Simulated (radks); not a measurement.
Question: Xe XXXVII, configuration [Ar] (the NIST ground configuration). Calculated with a radial shooting solver on a logarithmic mesh with Libxc functionals: non-relativistic Kohn-Sham, LDA (Slater exchange, Perdew-Wang correlation), spin-unpolarised, spherical densities, point nucleus; relativity is left out, which matters for an element this heavy. Some entries of the table are withheld. Estimate them.

orbital  occ.  eigenvalue (eV)  <1/r> (bohr^-1)  <r> (bohr)
1s          2        -34850.30            53.42     0.02817
2s          2              (1)            12.41         (2)
2p          6        -6623.119            12.39      0.1019
3s          2        -2604.588            5.015      0.2922
3p          6        -2501.738            4.968      0.2786
3d          0        -2337.634            4.860         (3)
4s          0              (4)            2.646      0.5517

Answer: 
(1) 2s eigenvalue (eV): -6896.003
(2) 2s <r> (bohr): 0.1198
(3) 3d <r> (bohr): 0.2431
(4) 4s eigenvalue (eV): -1346.653
